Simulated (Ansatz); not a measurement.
# SnS: shapes and states compared

Computed with Ansatz's Gaussian-basis code (development build). Basis cc-pwCVTZ-PP on Sn, cc-pV(T+d)Z on S, scalar-relativistic core potentials (28 electrons on Sn), no spin–orbit coupling, 9 orbitals frozen in the corrections; active space CAS(6,6). Restricted Hartree–Fock, then the lowest state-specific CASSCF solution met for each case. Coupled cluster stands on the determinant that it favours, not always the lowest RHF. On stretched bonds single-reference methods can fail or change state. Unlike active orbitals can shift such differences by tenths of an eV, at times by over 1 eV.

Case A, singlet: bond length 2.2090 Å.

Case B, triplet: the shape of A.

Case C, singlet: bond length 2.5404 Å.

Energy less that of case A, in eV:

```json
{"case": "B", "RHF/ROHF": "+1.891", "CASSCF": "+2.982", "CCSD(T)": "+2.785"}
{"case": "C", "RHF/ROHF": "+1.082", "CASSCF": "+0.658", "CCSD(T)": "+0.746"}
```

Problem. Give the SC-NEVPT2 energies against case A.

Solution. B: +2.833 eV (65.3 kcal/mol); C: +0.679 eV (15.7 kcal/mol).

Problem. Which case is lowest, and do the methods agree?

Solution. A is lowest in SC-NEVPT2. Of the methods shown, RHF/ROHF, CASSCF, CCSD(T) agree.
